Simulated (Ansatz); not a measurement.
Job for Ansatz (an electronic-structure program): R-PBE0/def2-TZVPPD on AsH3 (SMILES [AsH3]) with ghost functions, monomers drawn apart or pushed together. Files ending in .json are basis or fitting sets from the Basis Set Exchange.

Ansatz 0.2 input:
```yaml
crystal:
  periodic: [false, false, false]
  atoms:
    - {symbol: As, position_ang: [0.33006758, -0.77136561, 3.90519426]}
    - {symbol: H, position_ang: [-0.09966161, -0.08147363, 5.19126095]}
    - {symbol: H, position_ang: [1.74435287, -1.01483466, 4.40852022]}
    - {symbol: H, position_ang: [-0.16031392, -2.13322651, 4.37470111]}
basis:
  gaussian:
    orbitals: def2-TZVPPD.json
    ghost_atoms:
      - {symbol: O, position_ang: [-0.04880423, 0.63243907, -0.59994090]}
      - {symbol: H, position_ang: [-0.91007277, 0.30571641, -0.87872982]}
      - {symbol: H, position_ang: [-0.00101452, 0.43945104, 0.34582986]}
hamiltonian:
  xc: {name: PBE0}
scf: {lower_state_search: off}
```

The log:

```
WARN ansatz: RAYON_NUM_THREADS=1 ignored (pool sized by the plan → 1); use --threads N
Functional definition: PBE0
these checks for a lower state are left out or cut short: stability, starts, cluster_reference, orbital_swaps, neighbouring_geometries, increment
integrals: 0.07 GiB planned
900 factors; their error is unknown
mean field: 0.63 GiB planned
mean field evaluation 1: about -60881.9412 eV, gradient 1.1e1 eV
mean field evaluation 2: about -60882.0963 eV, gradient 5.9e0 eV
mean field evaluation 4: about -60882.1368 eV, gradient 3.4e-1 eV
mean field evaluation 8: about -60882.3770 eV, gradient 1.9e-2 eV
mean field -60882.37703163 eV, -2237.3860883549 hartree, gradient 3.7e-6 eV, S^2 0.000000; 0 other end points of the search recorded, 0 dependent functions left out
reference -60882.37706533 eV, -2237.3860895935 hartree; 18, 18 occupied and 161, 161 virtual orbitals, 900 factors
Total energy: -60882.37706533 eV, -2237.3860895935 hartree
Checks for a lower state left out: stability, starts, cluster_reference, orbital_swaps, neighbouring_geometries, increment
```

The run converged.

Cost: very roughly 1.2 core-seconds.
